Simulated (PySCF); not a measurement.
An unknown is described by computed data only.

Formula: C6H9NSi.

- Dipole: 2.04 D [wB97X-D/def2-SVPD]
- 13C NMR: chemical shifts (computed TMS as zero) by class: 168.1 (1 C), 152.9 (1 C), 136.1 (1 C), 134.6 (1 C), 125.6 (1 C), -7.5 (1 C) ppm [GIAO PBE/pcSseg-1]
- UV, first state: lowest singlet excitation: 4.67 eV (266 nm, f = 0.005) [TDDFT wB97X-D/def2-SVPD]
- Triplet: lowest triplet excitation (Tamm–Dancoff): 4.04 eV [TDA wB97X-D/def2-SVPD]
- Valence photoelectron: vertical ionisation energy: 9.16 eV [ΔSCF wB97X-D/def2-SVPD]
- Rotational structure: rotational constants A, B, C: 4.068, 1.084, 0.916 GHz [PBE0-D3(BJ)/def2-SVP]
- 1H NMR: chemical shifts (computed TMS as zero) by class: 8.82 (1 H), 7.58 (1 H), 7.43 (1 H), 6.97 (1 H), 4.70 (2 H), 0.56 (3 H) ppm [GIAO PBE/pcSseg-1]
- Polarisability: 102.8 au [wB97X-D/def2-SVPD]
- UV, strongest line: among the 10 lowest singlet transitions: S7 at 7.26 eV (171 nm, f = 0.710) [TDDFT wB97X-D/def2-SVPD]
- NMR, other nuclei: isotropic shieldings of nuclei other than C and H, by class: -112 (1 N), 380 (1 Si) ppm [GIAO PBE/pcSseg-1]

The electronic properties come from PySCF, for the isolated species, density fitting. Levels stand in brackets. One conformer (not necessarily the lowest) at the PBE0-D3(BJ)/def2-SVP geometry, without solvent, vibrations or thermal averaging. NMR values are class means; diastereotopic atoms form classes of their own.

**Question.** What is the compound? Reason from the data.

**Answer.** Numbering: `[CH3:1][SiH2:2][c:3]1[cH:4][cH:5][cH:6][cH:7][n:8]1`. Its formula, C6H9NSi, gives 4 degrees of unsaturation: 1 ring and 3 π bonds in the structure found (Kekulé form). 6 carbons fall into 6 classes; from least to most shielded: substituted aromatic carbon [C3] (168.1 ppm), aromatic CH next to a ring nitrogen [C7] (152.9 ppm), aromatic CH carbon [C5] (136.1 ppm), aromatic CH carbon [C4] (134.6 ppm), aromatic CH carbon [C6] (125.6 ppm), Si-methyl carbon [C1] (-7.5 ppm). Hydrogen classes from least to most shielded: 1 H on an aromatic CH next to a ring nitrogen, C7 (8.82 ppm), 1 H on an aromatic CH carbon, C4 (7.58 ppm), 1 H on an aromatic CH carbon, C5 (7.43 ppm), 1 H on an aromatic CH carbon, C6 (6.97 ppm), 2 H on an SiH2 silicon, Si2 (4.70 ppm), 3 H on an Si-methyl carbon, C1 (0.56 ppm, a mean of values up to 0.8 ppm apart in this geometry). The other shieldings belong to: -112 ppm, pyridine-type nitrogen [N8]; 380 ppm, SiH2 silicon [Si2]. The first electron is taken from the HOMO, whose largest Löwdin shares are 0.52 on the pyridine-type nitrogen, 0.13 on the substituted aromatic carbon, 0.09 on the aromatic CH next to a ring nitrogen and 0.06 on the SiH2 silicon. The optimised geometry has point group C1 and is an asymmetric top. Structure: `C[SiH2]c1ccccn1`. Computed isomers that give other values at the same levels: `C#C[SiH2]/N=C/C=C\C` (rotational constant A: 3.290 GHz; this holds for the one conformer computed); `C#C[SiH2]/N=C/C=C/C` (smallest rotational constant: 0.574 GHz; this holds for the one conformer computed); `C#C[SiH2]/N=C\C=C/C` (rotational constant A: 4.964 GHz; this holds for the one conformer computed). The assignments are read from this structure; whether some other isomer fits the data as well wasn't checked.

Shape of the structure used: `[CH3:1][SiH2:2][c:3]1[cH:4][cH:5][cH:6][cH:7][n:8]1`: C1–Si2–C3–C4 -131°.
